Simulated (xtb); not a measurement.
H6O3W, SMILES [OH][WH3]([OH])[OH], multiplicity 1. All values are semi-empirical tight-binding results from xtb (GFN2-xTB unless named), good for trends rather than for accurate numbers. Geometry: GFN2-xTB. The multiplicity is an assumed one; no other spin state was optimised. The structure was generated by enumeration; whether it is a known compound was not checked. The values are those of a single conformer.

Optimised geometry:

```xyz
10

W      0.1628    -0.2073     0.1191
O     -1.7326    -0.2050    -0.0893
H     -2.6797    -0.1199    -0.2306
O      0.0104     1.6054     0.6887
H     -0.1489     2.5322     0.8893
O      0.2661     0.4580    -1.6650
H      0.2508     0.8430    -2.5455
H      0.2190    -1.9432    -0.5391
H     -0.0461    -0.7608     1.8790
H      2.0097    -0.0797     0.2581
```
Charge 0, spin multiplicity 1.

For metal compounds this method's bond lengths and energies can be far off.

The point group as xtb finds it comes out as C3v and the orbital gap comes out as 5.07 eV. The zero-point energy comes out as 32.1 kcal/mol and the G − E(el) at 298.15 K (modified RRHO) is 11.9 kcal/mol.

Computed atomic charges and the Wiberg bond orders between heavy atoms:
charges (e) W1 1.66, O2 -0.66, H3 0.31, O4 -0.66, H5 0.31, O6 -0.66, H7 0.31, H8 -0.21, H9 -0.21, H10 -0.21. Bond orders W1–O2 0.90, W1–O4 0.90, W1–O6 0.90.
